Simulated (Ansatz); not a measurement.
Born–Oppenheimer molecular dynamics of a periodic cell of 13 atoms, Cd$_{12}$O (surface Cd(0001), adsorbate O). It starts from a relaxed structure.

All numbers below come from DFT PBE-D3(BJ), scalar-relativistic, plane waves, PAW in Ansatz. Settings: cutoff 420 eV, k mesh 2x2x1, fermi-dirac smearing 0.15 eV, no spin polarisation.

```json
{"ensemble": "NVT, Nosé–Hoover chain", "time step": "1 fs", "steps asked": "200", "set temperature": "2400 K", "thermostat": "time constant 3 fs, chain length 1", "atoms held": "1 to 4", "seed": "723878"}
```

First frame:

```xyz
13
Lattice="5.9600 0.0000 0.0000 2.9800 5.1615 0.0000 0.0000 0.0000 16.6203" Properties=species:S:1:pos:R:3
Cd 0.000 0.000 1.000
Cd 2.980 0.000 1.000
Cd 1.490 2.581 1.000
Cd 4.470 2.581 1.000
Cd 0.015 1.712 3.653
Cd 2.961 1.712 3.650
Cd 1.489 4.302 3.701
Cd 4.468 4.322 3.650
Cd 0.070 0.045 6.409
Cd 2.902 0.044 6.394
Cd 1.486 2.497 6.407
Cd 4.465 2.583 6.049
O 7.442 4.305 7.584
```

(1) What does the run give?

(2) What happens to the structure?

(3) How do temperature and energy run in time?

Answers

(1) All steps were run.

```
steps done                                               : 200
time covered                                             : 200 fs
mean temperature over the second half                    : 2401 K
spread of the potential energy over the second half      : 44.3 meV per atom
mean potential energy of the second half above the start : 185.9 meV per atom
```

The conserved energy stayed within 0.087 meV per atom of its start (net change 0.021 meV per atom), so the integration is sound. A run of 0.2 ps of so small a system gives no equilibrium averages. Limits of this set-up: coarse k mesh, thin slab, slab without dipole correction, a typed lattice constant that wasn't relaxed here.

(2) Mean squared displacements from the first frame to the last: Cd 0.85 Å², O 0.34 Å². The details hang on the random start.

(3) 
```csv
time (fs),T (K),potential energy less start (eV),conserved less start (meV/atom)
0,2400,0.000,0.00
16,2431,0.515,0.05
32,2371,0.791,0.01
48,2396,1.622,0.05
64,2415,2.236,0.05
80,2399,2.567,0.02
96,2406,3.039,0.04
112,2386,3.251,0.05
128,2401,3.063,0.07
144,2372,2.268,-0.02
160,2430,2.074,0.03
176,2366,1.786,0.03
192,2328,1.863,0.02
```

The run took 13 min on 2 threads of Intel(R) Xeon(R) Platinum 8488C (Sapphire Rapids) (shared host), peak memory 1.3 GiB.
